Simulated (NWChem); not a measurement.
System: bromine monochloride (BrCl); SMILES ClBr

Results from NWChem. Pople sets run with spherical d functions. STO-3G and 3-21G are far too small for this property and stand as cheap habits. Geometry: optimised at PBE0/def2-SVP. Vertical excitations in the gas phase; the lowest state need not have the same character in each row.

Task: Order these runs by computing time, cheapest first, and give rough ratios: PBE/3-21G, TDA; PBE/aug-cc-pVDZ, TDA; PBE/def2-TZVP, TDA; PBE/def2-SVP, TDA.

Result: PBE/3-21G, TDA (1), PBE/def2-SVP, TDA (4), PBE/def2-TZVP, TDA (20), PBE/aug-cc-pVDZ, TDA (60). Ratios are rough, from one shared machine; the cheapest took very roughly 2.5 core-seconds. What differs between the cheapest and the dearest: lowest excitation, singlet (eV) 2.89 → 2.88; oscillator strength of that lowest state 0.000 → 0.001; orbital gap (eV) 2.35 → 2.42.
